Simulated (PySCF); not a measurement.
Compound: C₁₀H₈Si.
Geometry (PBE0-D3(BJ)/def2-SVP, Å), atoms numbered from 1 in this order:
```
atom  x, y, z in Å
C1    -3.133    1.952   -0.425
C2    -2.314    1.084   -0.201
C3    -1.354    0.060    0.066
C4    -1.780   -1.212    0.492
C5    -0.862   -2.220    0.756
C6     0.509   -1.985    0.599
C7     0.955   -0.738    0.179
C8     0.026    0.294   -0.091
C9     0.616    1.570   -0.531
C10    1.961    1.635   -0.634
Si11   2.668   -0.029   -0.152
H12   -3.860    2.717   -0.622
H13   -2.850   -1.394    0.612
H14   -1.216   -3.200    1.085
H15    1.220   -2.789    0.810
H16   -0.052    2.408   -0.755
H17    2.468    2.547   -0.955
H18    3.403   -0.730   -1.249
H19    3.549   -0.001    1.055
```

All values: PBE0/pcSseg-1 (PySCF, non-relativistic), on one gas-phase PBE0-D3(BJ)/def2-SVP geometry that isn't relaxed in the solvent. The solvent is an IEF-PCM continuum (Bondi radii, 1.10 Å for H, scaled by 1.2). The model holds no explicit solvent molecules, cavitation or dispersion.

Gas phase at PBE0/pcSseg-1: HOMO -6.66 eV, LUMO -1.66 eV, dipole 0.23 D.

Task: What does the continuum do to the energy, the frontier levels and the dipole at PBE0/pcSseg-1 in acetonitrile and dimethylsulfoxide?

Result: 
```
          solvent      ε  E(solvent) − E(gas) (kJ/mol)  polarisation term (kJ/mol)  distortion of the solute (kJ/mol)  HOMO (eV)  LUMO (eV)  dipole (D)
     acetonitrile  35.69                        -18.89                      -21.50                               2.61      -6.74      -1.71        0.48
dimethylsulfoxide  46.83                        -19.13                      -21.81                               2.68      -6.74      -1.71        0.49
```

The first energy column is the sum of the next two and covers electrostatics alone. From acetonitrile to dimethylsulfoxide the lowering changes by a factor 1.01, Onsager's factor (ε − 1)/(2ε + 1) by 1.01 and ε itself by 1.3.

Task: Which Hirshfeld charges (PBE0/pcSseg-1) respond most in acetonitrile (means over atoms taken as equivalent)?

Result: 
```csv
atoms,environment,gas (e),solvent (e),change
C2,alkyne carbon,-0.042,-0.056,-0.014
H12,alkyne hydrogen,+0.096,+0.110,+0.014
C3,substituted aromatic carbon,+0.004,-0.007,-0.011
H15,aromatic hydrogen,+0.052,+0.062,+0.010
H14,aromatic hydrogen,+0.054,+0.063,+0.009
C8,substituted aromatic carbon,+0.003,-0.005,-0.008
```

Task: Which Mayer bond orders change most in acetonitrile?

Result: 
| bond | length (Å) | gas | solvent | change |
| --- | --- | --- | --- | --- |
| C1–C2 | 1.214 | 2.331 | 2.313 | -0.018 |
| C7–C8 | 1.414 | 1.372 | 1.363 | -0.009 |
| C1–H12 | 1.074 | 1.140 | 1.146 | +0.006 |
| C8–C9 | 1.473 | 1.132 | 1.127 | -0.005 |
| C3–C4 | 1.408 | 1.399 | 1.395 | -0.004 |
| C9–C10 | 1.351 | 1.812 | 1.808 | -0.004 |
| C8–C3 | 1.409 | 1.306 | 1.302 | -0.004 |
| C5–C6 | 1.400 | 1.397 | 1.394 | -0.003 |

The run took 50 s wall on one thread of an Arm Neoverse V2, shared host with 96 logical CPUs at a one-minute load of 66, and the process peaked at 1.2 GiB of memory. This is the whole shielding run at PBE0/pcSseg-1 in dimethylsulfoxide, SCF included.
